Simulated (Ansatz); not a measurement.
Cost and result for the atomization energy of `[OH][In-]([OH])([OH])[OH+][SiH3]` (13 atoms, 12 bonds).

```xyz
13

O    -0.404   -0.588    2.095
In    0.505   -1.260    0.419
O    -0.616   -1.851   -1.110
O     2.421   -1.726    0.544
O     0.202    1.034    0.172
Si   -0.622    1.892   -1.003
H     0.028   -0.823    2.918
H    -1.553   -1.817   -0.901
H     2.714   -2.243   -0.210
H    -0.160    0.982    1.084
H    -0.625    3.329   -0.634
H     0.128    1.666   -2.256
H    -2.018    1.406   -1.118
```

Total charge 0; spin multiplicity 1. Correlated methods include outer-core shells of In, which these sets cover unevenly. In: def2 effective core potential. The geometry is a stationary point of PBE0-D4/def2-TZVP. It is one conformer, not always the lowest. Program: Ansatz. All runs use 2 threads of an AMD EPYC 7R13 on a shared host and a share of an NVIDIA H100 80 GB. Times are those of one run each, without the atoms' runs, and a repeat can differ threefold. Electronic energies, without spin–orbit coupling; frozen cores. CCSD(T)/CBS adds CCSD(T) − MP2 in def2-TZVPP to the MP2 limit, and its time is that of the two runs behind it. T1 = 0.015. With those shells the extrapolation isn't a true limit. B3LYP takes the VWN-RPA correlation (the form of Gaussian; ORCA's B3LYP/G).

CCSD(T)/CBS is a level of theory with its own doubt, some kJ/mol a heavy atom from the limit and from the frozen cores, so smaller differences don't rank the functionals.

```
                             level  functions  wall time  atomization (kcal/mol)  difference from CCSD(T)/CBS  per bond
                PBE0-D4/def2-TZVPP        314      3.6 s                  1003.3                        -37.3      -3.1
   PBE-D4/def2-TZVPP (with forces)        314      4.2 s                  1032.4                         -8.2      -0.7
 B3LYP-D4/def2-TZVPP (with forces)        314      4.5 s                  1015.2                        -25.4      -2.1
                ωB97X-V/def2-TZVPP        314      4.5 s                  1028.8                        -11.8      -1.0
r2SCAN-D4/def2-TZVPP (with forces)        314      5.5 s                  1024.3                        -16.3      -1.4
                 B2PLYP/def2-TZVPP        314      5.5 s                  1010.5                        -30.1      -2.5
                    MP2/def2-QZVPP        590      6.5 s                  1048.5                          7.9       0.7
  ωB97M-V/def2-TZVPP (with forces)        314        7 s                  1027.6                        -13.0      -1.1
                CCSD(T)/def2-TZVPP        314       11 s                  1003.0                        -37.6      -3.1
                 CCSD(T)/CBS(def2)          –       17 s                  1040.6                          0.0       0.0
```

In def2-TZVPP, CCSD(T) changes the Hartree–Fock value by +312.1 kcal/mol (the triples alone add +18.4 kcal/mol) and MP2 by +335.0 kcal/mol; breaking electron pairs costs correlation energy, which Hartree–Fock lacks. From PBE to PBE0 (25 % exact exchange), in def2-TZVPP and without D4, the atomization energy moves by −28.2 kcal/mol: exact exchange takes away binding that semilocal exchange gives to molecules. The D4 term adds +10.3 kcal/mol with B3LYP and +5.6 kcal/mol with PBE0; it sums over pairs of atoms, weighted by their polarisabilities, and B3LYP, whose exchange is more repulsive, gets the larger term.

Spin–orbit coupling would lower the free In atoms strongly, and the atomization energy with them, by more than many differences here.
